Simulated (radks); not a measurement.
Q: Species: K3+. Configuration: [Ne] 3s2 3p3 5s1 (not the ground configuration). Method: non-relativistic Kohn-Sham, PBE, spin-unpolarised, spherical densities, point nucleus; computed with a radial shooting solver on a logarithmic mesh with Libxc functionals. Some entries of the table are withheld. Estimate them.

orbital,occ.,eigenvalue (Ry),<r> (bohr)
1s,2,-261.9937,0.08154
2s,2,(1),0.3890
2p,6,-24.79021,0.3501
3s,2,(2),(3)
3p,3,(4),1.247
5s,1,-1.03758,5.271

A: 
(1) 2s eigenvalue (Ry): -29.95240
(2) 3s eigenvalue (Ry): -6.10170
(3) 3s <r> (bohr): 1.177
(4) 3p eigenvalue (Ry): -4.80480
